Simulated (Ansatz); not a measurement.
Ansatz (a quantum-chemistry and plane-wave program) input (B3LYP-D3(BJ)/def2-TZVP):

Ansatz 0.2 input:
```yaml
crystal:
  periodic: [false, false, false]
  atoms:
    - {symbol: C, position_ang: [-0.83893409, -0.12779617, -0.01222273]}
    - {symbol: Si, position_ang: [1.00616590, 0.15486281, -0.00800315]}
    - {symbol: H, position_ang: [-1.33650294, 0.46102516, -0.78918057]}
    - {symbol: H, position_ang: [-1.09132192, -1.18005831, -0.18505563]}
    - {symbol: H, position_ang: [-1.29200084, 0.16187951, 0.94047145]}
    - {symbol: H, position_ang: [1.57878009, 1.49448589, 0.04904234]}
    - {symbol: H, position_ang: [1.96174913, -0.94444086, -0.05359298]}
basis:
  gaussian:
    orbitals: def2-TZVP
hamiltonian:
  xc: b3lyp
  dispersion: d3bj
total_charge: 1
relax: {f_tol: 0.002, max_steps: 150}
```

End of the output:

```
integrals: 0.02 GiB planned
661 factors; their error is unknown
mean field: 0.24 GiB planned
mean field -8988.83539101 eV, -330.3336077683 hartree, gradient 6.0e-6 eV, S^2 0.000000; 0 other end points of the search recorded, 0 dependent functions left out
the calculation of the forces begins
reference -8988.83561823 eV, -330.3336161182 hartree; 12, 12 occupied and 86, 86 virtual orbitals, 661 factors
relax step  23: F+E_penalty+E_count = -8989.01991433 eV  Δ(F+E_penalty+E_count) = -2.734e-6 eV  max|allowed force component| = 2.783e-3 eV/Å  Δτ_max = 0.0062 Å  (29 SCF iters, accepted)
these checks for a lower state are left out or cut short: starts, cluster_reference, orbital_swaps, neighbouring_geometries, increment
integrals: 0.02 GiB planned
661 factors; their error is unknown
mean field: 0.24 GiB planned
mean field -8988.83539084 eV, -330.3336077619 hartree, gradient 8.4e-6 eV, S^2 0.000000; 0 other end points of the search recorded, 0 dependent functions left out
the calculation of the forces begins
reference -8988.83561805 eV, -330.3336161119 hartree; 12, 12 occupied and 86, 86 virtual orbitals, 661 factors
relax step  24: F+E_penalty+E_count = -8989.01991510 eV  Δ(F+E_penalty+E_count) = -7.657e-7 eV  max|allowed force component| = 8.019e-4 eV/Å  Δτ_max = 0.0029 Å  (22 SCF iters, accepted)
integrals: 0.02 GiB planned
661 factors; their error is unknown
mean field: 0.24 GiB planned
mean field -8988.83539084 eV, -330.3336077619 hartree, gradient 1.4e-5 eV, S^2 0.000000; 1 other end points of the search recorded, 0 dependent functions left out
the calculation of the forces begins
reference -8988.83561805 eV, -330.3336161119 hartree; 12, 12 occupied and 86, 86 virtual orbitals, 661 factors
Total energy: -8989.02014231 eV, -330.3403972532 hartree
Atom 0 at    -0.824155    -0.130487    -0.046308 Å, force    -0.000802     0.000266     0.000432 eV/Å
Atom 1 at     0.966095     0.150334    -0.021754 Å, force     0.000725    -0.000006    -0.000174 eV/Å
Atom 2 at    -1.348304     0.616811    -0.645129 Å, force    -0.000011    -0.000216     0.000050 eV/Å
Atom 3 at    -1.076321    -1.143807    -0.364575 Å, force     0.000176     0.000036    -0.000040 eV/Å
Atom 4 at    -1.175749    -0.018925     0.993578 Å, force     0.000035    -0.000066    -0.000343 eV/Å
Atom 5 at     1.533810     1.496137    -0.180452 Å, force     0.000016    -0.000205     0.000081 eV/Å
Atom 6 at     1.912559    -0.950105     0.206098 Å, force    -0.000138     0.000193    -0.000006 eV/Å
Dipole moment:     0.191933     0.031945     0.013969 e Å
```
